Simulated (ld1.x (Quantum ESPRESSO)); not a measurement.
**Which change was made? (Sn, TM)**

- Element: Sn (Z = 50)
- Generator: ld1.x (Quantum ESPRESSO) 7.5
- Type: norm-conserving Troullier–Martins (Kleinman–Bylander form)
- Functional: PBE
- Relativity: scalar-relativistic
- Frozen core: [Kr]
- Valence charge: 14
- Reference configuration: 4d10 5s2 5p1 (charge +1)
- Partial waves: 5p (bound): rc 1.95 bohr; 4d (bound): rc 1.65 bohr; 5s (bound): rc 1.70 bohr
- Local potential: the s channel
- Core correction: none

Cutoffs, loose and tight: the cutoffs (Ry, on a coarse ladder) from which the occupation-weighted sum of valence levels, in a spherical-Bessel basis at the reference potential, stays within 10 and 1 mRy of its value at 400 Ry. They do not see the model core or the augmentation charge, which bear on the density cutoff. Test errors are all-electron minus pseudo excitation energies from the reference, over the configurations 4d10 5s2 5p2; 4d10 5s2 5p0; 4d10 5s1 5p0; 4d10 5s2 5p1.5; 4d10 5s2 5p2.3; 4d10 5s1 5p2; 4d10 5s0 5p0; variants that change the core or the reference have their own tests.

The base gives: outcome: generated; cutoff, loose: 80 Ry; cutoff, tight: 140 Ry; bound ghosts: none; largest test error (meV): +117.

Task: After one change the result is: outcome: generated; cutoff, loose: 60 Ry; cutoff, tight: 100 Ry; bound ghosts: none; largest test error (meV): +87. Which change was it?
A. all radii scaled by about 0.88 (s 1.50, p 1.72, d 1.46 bohr)
B. all radii scaled by about 1.27 (s 2.16, p 2.48, d 2.10 bohr)
C. all radii scaled by about 0.74 (s 1.26, p 1.46, d 1.22 bohr)

Result: B. The others give: all radii scaled by about 0.74 (s 1.26, p 1.46, d 1.22 bohr) → outcome: generated, misses its reference levels by 0.81 eV; bound ghosts: p; largest test error (meV): +415 | all radii scaled by about 0.88 (s 1.50, p 1.72, d 1.46 bohr) → outcome: generated; cutoff, loose: 90 Ry; cutoff, tight: 160 Ry; bound ghosts: p; largest test error (meV): +127.
